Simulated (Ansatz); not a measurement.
System: BiI2, charge 0, doublet. BiI2 (SMILES [I][Bi][I], doublet).
B3LYP-D3(BJ)/def2-TZVP minimum from Ansatz (an electronic-structure program):
```
Bi
I 1 2.8142
I 1 2.8142 2 101.21
```
Charge 0, spin multiplicity 2.

Property: atomisation energy (electronic, to ground-state atoms), in kcal/mol. UHF or UKS for unpaired electrons; spin-orbit terms are left out. Correlated methods leave the cores frozen (noble-gas shells, and filled d and f shells in the p block). Past Kr the def2 sets carry scalar-relativistic core potentials. CBS(X,Y): correlation extrapolated as X^-3, Hartree-Fock from the larger set. A bracket is a step between two methods taken in the basis named. Spin-orbit terms, left out, reach several kcal/mol for Br and I, and more for heavier atoms.

CCSD(T)/CBS(def2-TZVPP,def2-QZVPP) + [CCSDT(Q) - CCSD(T)]/def2-SVP (Ansatz) gives 105.6 kcal/mol.

Q: What does PBE/def2-TZVPD (Ansatz) give here, and how do the other levels compare?

A: PBE gives 117.3 kcal/mol, 11.7 kcal/mol above it. Differences of the others: r2SCAN/def2-TZVPD (Ansatz) 4.0; B3LYP/def2-TZVPD (Ansatz) 0.7; PBE0/def2-TZVPD (Ansatz) 3.0; CCSD(T)/CBS(def2-TZVPP,def2-QZVPP) (Ansatz) -0.7 kcal/mol.
